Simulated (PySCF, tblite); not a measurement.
Isomers of C4H8O2Si, one GFN2-xTB conformer each. Single-point energies are computed at PBE0/pcSseg-1 (PySCF, gas phase, no added dispersion term), electronic only.

```csv
SMILES,GFN2-xTB relative energy (kJ/mol)
C[C@@H]1OCC(=O)[SiH2]1,94.8
C=CO[SiH2]CC=O,0.0
CO[C@]1(C=O)C[SiH2]1,186.0
O=C[C@H]1COC[SiH2]1,86.7
```

Conformers: `[CH3:1][C@@H:2]1[O:3][CH2:4][C:5](=[O:6])[SiH2:7]1` with C1–C2–O3–C4 -173°, C2–O3–C4–C5 45°, O3–C4–C5–O6 165°, C4–C5–Si7–C2 -7°; `[CH2:1]=[CH:2][O:3][SiH2:4][CH2:5][CH:6]=[O:7]` with C1–C2–O3–Si4 7°, C2–O3–Si4–C5 -57°, O3–Si4–C5–C6 101°, Si4–C5–C6–O7 -89°; `[CH3:1][O:2][C@:3]1([CH:4]=[O:5])[CH2:6][SiH2:7]1` with C1–O2–C3–C4 78°, O2–C3–C4–O5 -175°; `[O:1]=[CH:2][C@H:3]1[CH2:4][O:5][CH2:6][SiH2:7]1` with O1–C2–C3–C4 153°, C2–C3–C4–O5 153°, C3–C4–O5–C6 -52°, C4–O5–C6–Si7 42°, O5–C6–Si7–C3 -18°.

Task: What does PBE0/pcSseg-1 give for the same structures?

Result: 
| SMILES | PBE0/pcSseg-1 E (Eh) | PBE0/pcSseg-1 (kJ/mol) | GFN2-xTB (kJ/mol) | point group |
| --- | --- | --- | --- | --- |
| C=CO[SiH2]CC=O | -596.65614 | 0.0 | 0.0 | C1 |
| O=C[C@H]1COC[SiH2]1 | -596.63477 | 56.1 | 86.7 | C1 |
| C[C@@H]1OCC(=O)[SiH2]1 | -596.62959 | 69.7 | 94.8 | C1 |
| CO[C@]1(C=O)C[SiH2]1 | -596.59171 | 169.2 | 186.0 | C1 |

Both levels put the same isomer lowest; measured from each level's own lowest isomer, the values differ by up to 30.6 kJ/mol (O=C[C@H]1COC[SiH2]1: 86.7 against 56.1). As drawn, the lowest has an Si–O bond and a C=C bond outside aromatic rings, which the highest lacks; the highest has a three-membered ring, which the lowest lacks.

Task: Which frontier levels, dipoles and rotational constants go with these structures?

Result: 
```tsv
SMILES	HOMO (eV, PBE0/pcSseg-1)	LUMO (eV)	dipole (D)	A, B, C (MHz)
C=CO[SiH2]CC=O	-7.07	-0.79	2.35	2848, 1730, 1161
O=C[C@H]1COC[SiH2]1	-7.26	-0.74	2.56	4038, 1600, 1237
C[C@@H]1OCC(=O)[SiH2]1	-6.51	-1.38	2.50	4059, 1739, 1289
CO[C@]1(C=O)C[SiH2]1	-6.76	-1.02	2.71	2785, 1998, 1407
```

Task: What happens when harmonic zero-point energies from GFN2-xTB frequencies are added?

Result: 
```json
{"SMILES": "C=CO[SiH2]CC=O", "ZPE (kJ/mol)": "284.0", "electronic (kJ/mol)": "0.0", "with ZPE (kJ/mol)": "0.0"}
{"SMILES": "O=C[C@H]1COC[SiH2]1", "ZPE (kJ/mol)": "289.8", "electronic (kJ/mol)": "56.1", "with ZPE (kJ/mol)": "61.9"}
{"SMILES": "C[C@@H]1OCC(=O)[SiH2]1", "ZPE (kJ/mol)": "289.3", "electronic (kJ/mol)": "69.7", "with ZPE (kJ/mol)": "75.0"}
{"SMILES": "CO[C@]1(C=O)C[SiH2]1", "ZPE (kJ/mol)": "283.3", "electronic (kJ/mol)": "169.2", "with ZPE (kJ/mol)": "168.4"}
```

The zero-point energies span 6.5 kJ/mol. The order is unchanged.

Task: As an exercise, what shares would exp(−E/RT) give at 2000 K from these electronic energies alone (no entropy, no degeneracies)?

Result: RT = 16.629 kJ/mol: C=CO[SiH2]CC=O 95.3 %, O=C[C@H]1COC[SiH2]1 3.3 %, C[C@@H]1OCC(=O)[SiH2]1 1.4 %, CO[C@]1(C=O)C[SiH2]1 under 0.1 %.
